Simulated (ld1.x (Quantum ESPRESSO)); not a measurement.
Ranking ultrasoft potentials for V (Z = 23)

All share these settings but for the change named:

* Element: V
* Generator: ld1.x (Quantum ESPRESSO) 7.5
* Type: ultrasoft
* Functional: PBE
* Relativity: scalar-relativistic
* Frozen core: [Ar]
* Valence charge: 5
* Reference configuration: 3d3 4s2 4p0
* Partial waves: 4s (bound): rcut 2.35, rcutus 2.75 bohr; 4s channel at 1.25 Ry: rcut 2.35, rcutus 2.75 bohr; 4p (bound, empty): rcut 3.25, rcutus 3.75 bohr; 4p channel at 0.85 Ry: rcut 3.25, rcutus 3.75 bohr; 3d (bound): rcut 1.40, rcutus 1.80 bohr; 3d channel at 4.1 Ry: rcut 1.40, rcutus 1.80 bohr
* Local potential: all-electron potential smoothed inside 2.80 bohr (lloc = -1)
* Core correction: a·sin(br)/r model core inside 1.25 bohr
* Augmentation charge: PSQ, inside the norm-conserving radii

Cutoff: the first of the cutoffs (Ry, on a coarse ladder) from which the occupation-weighted sum of valence levels, in a spherical-Bessel basis at the reference potential, stays within 10 and 1 mRy of its value at 400 Ry; the density cutoff is not measured.

The base gives 30 Ry.

Of 10 variants that were run, those that failed, showed a ghost or another fault, or gave nearly equal values are left out.

(1) Rank these variants from softest to hardest (loose cutoff).
A. waves 3d (bound): rcut 1.40, rcutus 1.70 bohr; 3d channel at 4.1 Ry: rcut 1.40, rcutus 1.70 bohr
B. waves 3d (bound): rcut 1.40, rcutus 2.74 bohr; 3d channel at 4.1 Ry: rcut 1.40, rcutus 2.74 bohr
C. waves 3d (bound): rcut 1.40, rcutus 2.06 bohr; 3d channel at 4.1 Ry: rcut 1.40, rcutus 2.06 bohr
D. waves 3d (bound): rcut 1.40, rcutus 2.52 bohr; 3d channel at 4.1 Ry: rcut 1.40, rcutus 2.52 bohr
E. waves 3d (bound): rcut 1.40, rcutus 2.20 bohr; 3d channel at 4.1 Ry: rcut 1.40, rcutus 2.20 bohr

Answers

(1) B (12 Ry), D (15 Ry), E (18 Ry), C (25 Ry), A (35 Ry).
